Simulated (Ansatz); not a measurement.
Relaxation of Cl₃F₂H₃O₂W (11 atoms, charge 0, multiplicity 1), to a largest force component of 0.03 eV/Å in at most 50 steps.

These are results of Ansatz 0.2.0, RHF/def2-SVP, not measurements.

```xyz
11
Properties=species:S:1:pos:R:3
W 0.213 0.194 -0.390
O -0.536 0.610 2.618
H -0.155 -0.075 3.152
Cl 2.567 -0.041 -0.451
O 0.194 2.018 -0.286
H 0.222 2.812 0.228
Cl -3.212 0.092 -0.721
F 0.038 -1.470 0.434
Cl -0.403 -0.274 -2.589
F -1.692 0.239 0.105
H -1.316 0.208 2.204
```

Task: Where does it end, and by what steps?

Result: It converged. After 23 steps the energy has fallen by 1.455 eV; H3 moved furthest, 1.21 Å. Joined: W1–O2 (3.13 → 2.27 Å).

| step | energy less start (eV) | largest force component (eV/Å) | accepted |
| --- | --- | --- | --- |
| 0 | 0.0000 | 3.569 | yes |
| 1 | -0.3250 | 2.705 | yes |
| 2 | -0.6330 | 2.095 | yes |
| 3 | -0.9228 | 1.357 | yes |
| 4 | -1.1084 | 0.944 | yes |
| 5 | -1.2213 | 0.601 | yes |
| 6 | -1.3214 | 0.519 | yes |
| 7 | -1.3690 | 1.134 | yes |
| 8 | -1.4012 | 1.138 | yes |
| 9 | -1.4280 | 0.344 | yes |
| 10 | -1.4259 | 0.424 | no |
| 11 | -1.4405 | 0.151 | yes |
| 12 | -1.4446 | 0.127 | yes |
| 13 | -1.4456 | 0.090 | yes |
| 14 | -1.4485 | 0.103 | yes |
| 15 | -1.4498 | 0.164 | yes |
| 16 | -1.4508 | 0.084 | yes |
| 17 | -1.4483 | 0.260 | no |
| 18 | -1.4524 | 0.049 | yes |
| 19 | -1.4382 | 0.692 | no |
| 20 | -1.4536 | 0.043 | yes |
| 21 | -1.4540 | 0.167 | yes |
| 22 | -1.4545 | 0.043 | yes |
| 23 | -1.4546 | 0.019 | yes |

```xyz
11
Properties=species:S:1:pos:R:3
W 0.076 0.239 -0.021
O 0.038 0.374 2.244
H 0.895 0.150 2.595
Cl 2.339 -0.245 0.466
O 0.061 2.062 -0.109
H -0.262 2.946 -0.069
Cl -3.509 -0.080 -1.295
F -0.683 -1.418 0.403
Cl 0.012 -0.201 -2.353
F -2.427 0.603 -0.279
H -0.618 -0.116 2.723
```

Whether the end is a true minimum wasn't checked by a vibrational analysis.

Time of the run: 77 s on 4 threads of Arm Neoverse V2, on a shared host, peak memory 0.56 GiB.
